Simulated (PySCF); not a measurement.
Molybdenum: highly charged ions in a basis for the neutral atom

Mo¹¹⁺ [Ar] 3d10 4s2 4p1, Mo¹²⁺ [Ar] 3d10 4s2. Computed with PySCF 2.14 in x2c-TZVPall, with the spin-free X2C one-electron Hamiltonian (Gaussian nucleus). No spin-orbit coupling, so a gap to NIST mixes the basis error with missing relativistic terms.

Changed run: basis of the neutral atom used for a highly charged ion. This setting is unsound on purpose.

```json
{"species": "Mo¹¹⁺", "method": "UHF", "sound run (hartree)": "not run", "changed run (hartree)": "-4008.22797", "converged": "yes"}
{"species": "Mo¹¹⁺", "method": "r2SCAN", "sound run (hartree)": "not run", "changed run (hartree)": "-4009.89108", "converged": "yes"}
{"species": "Mo¹¹⁺", "method": "PBE0", "sound run (hartree)": "not run", "changed run (hartree)": "-4009.60845", "converged": "yes"}
{"species": "Mo¹²⁺", "method": "UHF", "sound run (hartree)": "not run", "changed run (hartree)": "-3999.86757", "converged": "yes"}
{"species": "Mo¹²⁺", "method": "r2SCAN", "sound run (hartree)": "not run", "changed run (hartree)": "-4001.48292", "converged": "yes"}
{"species": "Mo¹²⁺", "method": "PBE0", "sound run (hartree)": "not run", "changed run (hartree)": "-4001.20995", "converged": "yes"}
```

Ionisation energy of Mo¹¹⁺:

```csv
method,changed run (eV),NIST (eV)
UHF,227.50,230.28 ± 0.06
r2SCAN,228.80,230.28 ± 0.06
PBE0,228.53,230.28 ± 0.06
```

The contracted functions were made for the neutral atom and can be too rigid for a highly charged ion.
